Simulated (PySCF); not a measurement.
Worked example: entropy of an ideal gas

Ge(F)2(OH)(NH2) (F₂GeH₃NO), SMILES [NH2][Ge]([OH])([F])[F].

Geometry: PBE0-D3(BJ)/def2-SVP. The structure was generated by enumeration, and PubChem lists no compound with its InChIKey, so it may never have been made. One conformer was computed; it need not be the lowest.

PBE0-D3(BJ)/def2-SVP in PySCF gives the harmonic wavenumbers 110, 173, 219, 252, 263, 269, 295, 418, 706, 744, 776, 795, 876, 920, 1532, 3608, 3717, 3901 cm⁻¹ and the rotational temperatures 0.1712, 0.1660, 0.1538 K. The molar mass is 143.66 g/mol, the symmetry number 1, the spin multiplicity 1.

Task: Work out the entropy at 298.15 K and 1 atm in the rigid-rotor, harmonic-oscillator model.

Result: 
Translation (Sackur–Tetrode at 1 atm): S = R[1.5 ln M + 2.5 ln T − 1.16487] = 170.7 J/(mol K).
Rotation: q = (√π/σ) T^1.5/√(θA θB θC) = 138000, S = R[ln q + 3/2] = 110.9 J/(mol K).
Vibration: with u = 1.4388 ν/T, each mode gives R[u/(e^u − 1) − ln(1 − e^−u)]:
| ν (cm⁻¹) | modes | u | S (J/(mol K)) |
|---|---|---|---|
| 110 | 1 | 0.53 | 13.68 |
| 173 | 1 | 0.83 | 10.05 |
| 219 | 1 | 1.06 | 8.23 |
| 252 | 1 | 1.22 | 7.18 |
| 263 | 1 | 1.27 | 6.87 |
| 269 | 1 | 1.30 | 6.71 |
| 295 | 1 | 1.42 | 6.05 |
| 418 | 1 | 2.02 | 3.76 |
| 706 | 1 | 3.41 | 1.25 |
| 744 | 1 | 3.59 | 1.08 |
| 776 | 1 | 3.74 | 0.95 |
| 795 | 1 | 3.84 | 0.88 |
| 876 | 1 | 4.23 | 0.64 |
| 920 | 1 | 4.44 | 0.54 |
| 1532 | 1 | 7.39 | 0.04 |
The stiffer modes add less than 0.005 each. Sum 67.9 J/(mol K).
Spin: R ln 1 = 0.0 J/(mol K).
Total 349.5 J/(mol K); the program's own thermochemistry gives 349.5. Translation makes up 49 % and vibration 19 %. Anharmonicity, hindered rotation and orbital degeneracy are left out.
